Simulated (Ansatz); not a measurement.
This singlet lies 2.48 eV below the relaxed triplet at the level composite: frozen-core CCSD(T) with HF/cc-pVQZ and the correlation energy extrapolated as X^-3 from cc-pVTZ and cc-pVQZ, plus CCSDT(Q) minus CCSD(T) in cc-pVDZ // PBE0-D3(BJ)/def2-TZVP (Ansatz, a program for electronic structure).

A geometry relaxed with PBE0-D3(BJ)/def2-TZVP run with Ansatz, charge 0, multiplicity 1:

```xyz
3

C     -0.0002     0.5275     0.0000
F     -1.0263    -0.2641     0.0000
F      1.0264    -0.2635     0.0000
```

Write the SMILES of this molecule.

`F[C]F`
